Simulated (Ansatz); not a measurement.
A CCSD(T) single point on `[O]=[Ti]([F])[F]`.

```yaml
crystal:
  periodic: [false, false, false]
  atoms:
    - {symbol: O, position_ang: [0.045723, 0.470877, 1.512440]}
    - {symbol: Ti, position_ang: [-0.057734, -0.034398, 0.006513]}
    - {symbol: F, position_ang: [0.835050, -1.536346, -0.374152]}
    - {symbol: F, position_ang: [-0.823039, 1.099877, -1.144801]}
basis:
  gaussian: {orbitals: def2-SVP}
correlation: {method: ccsd_t}
```

```sh
$ ansatz run in.yaml --threads 4 --pin off --events-out ev --progress --plain --max-ram 10444MiB
```

The program prints (abridged):

```
Functional definition: HF
730 factors; integrals over basis functions are off by at most 9.5e-4 eV
mean field evaluation 1: about -30516.8105 eV, gradient 7.7e1 eV
mean field evaluation 2: about -30516.8797 eV, gradient 7.7e1 eV
mean field evaluation 4: about -30529.3433 eV, gradient 1.4e1 eV
mean field evaluation 8: about -30529.6972 eV, gradient 1.2e0 eV
mean field evaluation 16: about -30529.7082 eV, gradient 2.6e-6 eV
mean field -30529.70816317 eV, -1121.9460812169 hartree, gradient 2.6e-6 eV, S^2 0.000000; 0 other end points of the search recorded, 0 dependent functions left out
8 core orbitals not correlated: weight in the atoms' cores, before any rotation towards them, 1.000 or more for the frozen orbitals, at most 0.000 for the correlated occupied ones
reference -30529.70816317 eV, -1121.9460812169 hartree; 16, 16 occupied and 49, 49 virtual orbitals, 730 factors
second order -24.53787440 eV of doubles, -0.00000000 eV of singles
cycle   1  -21.98079528 eV  change     2.6e0 eV  update   3.0e-1
cycle   2  -23.45127563 eV  change    -1.5e0 eV  update   2.4e-1
cycle   3  -23.64164876 eV  change   -1.9e-1 eV  update   4.6e-2
cycle   4  -23.66002825 eV  change   -1.8e-2 eV  update   2.0e-2
cycle   5  -23.64425913 eV  change    1.6e-2 eV  update   6.0e-3
cycle   6  -23.64451009 eV  change   -2.5e-4 eV  update   3.3e-3
cycle   7  -23.64426231 eV  change    2.5e-4 eV  update   1.9e-3
cycle   8  -23.64333561 eV  change    9.3e-4 eV  update   1.1e-3
cycle   9  -23.64382622 eV  change   -4.9e-4 eV  update   5.1e-4
cycle  10  -23.64435019 eV  change   -5.2e-4 eV  update   2.6e-4
cycle  11  -23.64395448 eV  change    4.0e-4 eV  update   1.3e-4
cycle  12  -23.64384827 eV  change    1.1e-4 eV  update   7.2e-5
cycle  13  -23.64396890 eV  change   -1.2e-4 eV  update   2.4e-5
cycle  14  -23.64392751 eV  change    4.1e-5 eV  update   1.4e-5
cycle  15  -23.64393339 eV  change   -5.9e-6 eV  update   7.0e-6
perturbative correction -1.11577144 eV, -0.0410038440 hartree
Total energy: -30554.46786799 eV, -1122.8559835866 hartree
```

Hardware: 4 threads of an Intel Xeon Platinum 8259CL on a shared host. Wall time 2.8 s, peak host memory 0.32 GiB.

MP2 recovers 99.1 % of the CCSD(T) correlation energy and the triples give 4.5 %; T1 = 0.0256.
